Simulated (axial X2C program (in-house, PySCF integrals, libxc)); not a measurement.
Potential curves of NiGa, two-component

Computed with an in-house all-electron X2C program for linear molecules (integrals from PySCF). Two-component (2c) means X2C with spin–orbit coupling and atomic mean-field two-electron Coulomb and Gaunt terms. Basis: Ga dyall-cv3z [9s9p7d4f1g], Ni dyall-cv3z [9s9p6d3f2g] (cores contracted in-house); Gaussian nuclei, density fitting, unrestricted open shells. Masses: Ga 68.926 u, Ni 57.935 u.

State: Ω = 5/2 (⟨Sz⟩ = 0.50, ⟨Lz⟩ = 2.00 at PBE0). Energies in kJ/mol from the lowest point of each curve. Fits are polynomials in 1 − R0/R over 0.85 to 1.23 times the lowest point R0.

```json
{"R (Å)": "2.1512", "PBE0": "16.93", "PBEsol": "10.77"}
{"R (Å)": "2.2222", "PBE0": "6.52", "PBEsol": "2.84"}
{"R (Å)": "2.2931", "PBE0": "1.31", "PBEsol": "0.00"}
{"R (Å)": "2.3640", "PBE0": "0.00", "PBEsol": "0.95"}
{"R (Å)": "2.4467", "PBE0": "2.13", "PBEsol": "5.56"}
{"R (Å)": "2.5295", "PBE0": "7.13", "PBEsol": "12.85"}
{"R (Å)": "2.6359", "PBE0": "16.43", "PBEsol": "24.83"}
```

One determinant describes the state; a PBE0 search over occupations chose it and may have missed a lower one. Density functionals use the spin component along the axis (collinear). Other states lie close and PBE0, whose exact exchange favours high spin, may order them wrongly; the determinant shown need not be the ground state. The nearest other 2c determinant of the search, Ω = 3/2, lies 0.14 eV up at the distance of the search. Without a current term, density functionals place determinants with orbital angular momentum somewhat too high. At some level and bond length an empty orbital lies below a filled one.

(1) Fit the PBE0 curve near its minimum: give the equilibrium distance and the harmonic wavenumber.

(2) What are Re and ωe at the PBEsol level?

Results:

(1) At PBE0, 2c: Re = 2.357 Å, ωe ≈ 231 cm⁻¹; Be follows as 0.0964 cm⁻¹.

(2) At PBEsol, 2c: Re = 2.308 Å, ωe ≈ 251 cm⁻¹; Be follows as 0.101 cm⁻¹.
